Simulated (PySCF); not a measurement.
Telling isomers of C4H2F3N3 apart by NMR

Calculated, not measured (PySCF 2.14.0 with density-fitted response routines): structure optimised with GFN2-xTB, GIAO PBE0/pcSseg-1 shieldings, J couplings at B3LYP/pcJ-1 (spin–dipole term left out of most H,H and C,H couplings). Fast rotation and ring inversion assumed for equivalent nuclei, no solvent model, non-relativistic Hamiltonian, single conformer.

Chemical shifts δ = σref − σ; ¹H (σ = 31.72 ppm), ¹³C (σ = 186.93 ppm) vs TMS, all at this level. Multiplet labels drop J under 1 Hz and among equivalent protons, and merge close values. Unscaled 3J(H,H) run several per cent high. Splittings of carbon signals by F and P are missing where no couplings were computed. Where no couplings were computed, multiplicities follow the n + 1 count of equivalent neighbours, and m marks all less simple cases (inequivalent or close neighbours, rings, F or P nearby). One-bond C–F couplings are unscaled and too large by tens of Hz. Shifts are as computed. Against solution values, carbons near 30 ppm lie about +3 ppm off and those near 130 ppm about +5 ppm. Of 1211 compounds with measured shifts, 218 miss one by over three times the rms of a fit or turn the order of signals round; such compounds aren't used in these exercises.

(1) Tabulate the signals of `FC(F)(F)c1cnncn1`, `FC(F)(F)c1cncnn1`, `FC(F)(F)c1ccnnn1` and their relative energies.

(2) What is the quickest way to tell FC(F)(F)c1cnncn1 from FC(F)(F)c1ccnnn1?

(3) What is the quickest way to tell FC(F)(F)c1cnncn1 from FC(F)(F)c1cncnn1?

(4) What is the quickest way to tell FC(F)(F)c1cncnn1 from FC(F)(F)c1ccnnn1?

Answers

(1) 
| SMILES | carbon types | δC | δH | E rel. (kcal/mol) |
| --- | --- | --- | --- | --- |
| FC(F)(F)c1cnncn1 | 2×C 2×CH | 162.4, 155.0, 153.4, 130.9 | 10.34 (s, 1H), 10.20 (m, 1H) | 0.0 |
| FC(F)(F)c1cncnn1 | 2×C 2×CH | 164.4, 159.7, 153.8, 131.3 | 10.32 (s, 1H), 9.19 (s, 1H) | 0.1 |
| FC(F)(F)c1ccnnn1 | 2×C 2×CH | 155.5, 154.6, 131.1, 121.4 | 9.59 (d, 1H), 7.72 (m, 1H) | 17.0 |

Energies are electronic energies at PBE0/pcSseg-1 on these geometries, without zero-point or thermal terms, each for the one conformer computed, which needn't be the lowest.

(2) Both give the same number of carbon signals, with the same numbers of each carbon type, so the positions decide. The first has an aromatic CH between two ring heteroatoms at 162.4 ppm, the second an aromatic CH at 121.4 ppm. Their most deshielded carbons lie at 162.4 and 155.5 ppm. In the proton spectra the most deshielded non-exchanging signals are 10.34 (s, 1H) and 9.59 (d, 1H).

(3) Both give the same number of carbon signals, with the same numbers of each carbon type, so the positions decide. The first has a substituted aromatic carbon next to a ring nitrogen (C) at 153.4 ppm, the second a substituted aromatic carbon next to a ring nitrogen (C) at 159.7 ppm. Their most deshielded carbons lie at 162.4 and 164.4 ppm.

(4) Both give the same number of carbon signals, with the same numbers of each carbon type, so the positions decide. The first has an aromatic CH between two ring heteroatoms at 164.4 ppm, the second an aromatic CH at 121.4 ppm. Their most deshielded carbons lie at 164.4 and 155.5 ppm. In the proton spectra the most deshielded non-exchanging signals are 10.32 (s, 1H) and 9.59 (d, 1H).
